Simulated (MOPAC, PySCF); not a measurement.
H3BO3, SMILES `OB(O)O`, neutral singlet in the gas phase. 

Z-matrix (Å, degrees):
```
B
O 1 1.3583
H 2 0.9602 1 112.49
O 1 1.3651 2 116.67 3 -179.93
H 4 0.9578 1 116.29 2 179.98
O 1 1.3749 2 118.33 3 0.11
H 6 0.9583 1 116.73 2 179.87
```
Charge 0, spin multiplicity 1.

All levels are single points at this geometry (CAM-B3LYP-D3(BJ)/def2-TZVP); Pople sets use spherical d functions. Orbital energies aren't observables, and empty levels follow the basis.

| level | HOMO (eV) | LUMO (eV) | gap (eV) | dipole (D) | vertical IE, Delta-SCF (eV) |
|---|---|---|---|---|---|
| CAM-B3LYP-D3(BJ)/def2-TZVP in PySCF | -10.70 | 0.84 | 11.55 | 3.08 | – |
| TPSSh-D3(BJ)/def2-TZVP in PySCF | -8.19 | -0.13 | 8.06 | 2.97 | – |
| B3LYP/3-21G in PySCF | -7.80 | 1.68 | 9.48 | 3.56 | – |
| B3LYP/6-311+G** in PySCF | -8.98 | -0.89 | 8.09 | 3.15 | – |
| B3LYP/6-31G* in PySCF | -8.30 | 1.13 | 9.43 | 3.12 | 11.39 |
| M06-2X/6-31G* in PySCF | -10.41 | 2.43 | 12.84 | 3.23 | – |
| PBE/6-31G* in PySCF | -6.79 | 0.54 | 7.32 | 3.02 | – |
| HF/6-31G* in PySCF | -13.36 | 5.05 | 18.41 | 3.40 | 10.89 |
| HF/STO-3G in PySCF | -10.02 | 10.91 | 20.93 | 2.65 | – |
| AM1 in MOPAC | -12.56 | 1.88 | 14.43 | 2.70 | – |
| PM3 in MOPAC | -12.43 | 2.00 | 14.42 | 2.29 | – |
| PM6 in MOPAC | -12.13 | 1.27 | 13.40 | 3.02 | – |
| PM7 in MOPAC | -11.66 | 0.45 | 12.11 | 2.82 | – |
